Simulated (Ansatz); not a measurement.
```xyz
2

Ni    0.0000    0.0000    0.0000
C     0.0000    0.0000    2.4465
```

Basis set: pcseg-2. Charge 0. Computed with Ansatz (development build ahead of 0.2.0); the lowest solution found for each multiplicity.

How do the multiplicities compare at this shape? Give, from the lowest of each method, PBE (unrestricted) for 1, 3; PBE0 (unrestricted) for 1, 3.

```json
{"method": "PBE, unrestricted", "multiplicity": "1", "E (eV)": "0.000", "<S²>": "1.26"}
{"method": "PBE, unrestricted", "multiplicity": "3", "E (eV)": "0.220", "<S²>": "2.59"}
{"method": "PBE0, unrestricted", "multiplicity": "1", "E (eV)": "0.076", "<S²>": "1.56"}
{"method": "PBE0, unrestricted", "multiplicity": "3", "E (eV)": "0.000", "<S²>": "3.00"}
```

Caution: the unrestricted determinant is a mixture of spin states. Caution for PBE, unrestricted: the unrestricted determinant is spin contaminated.
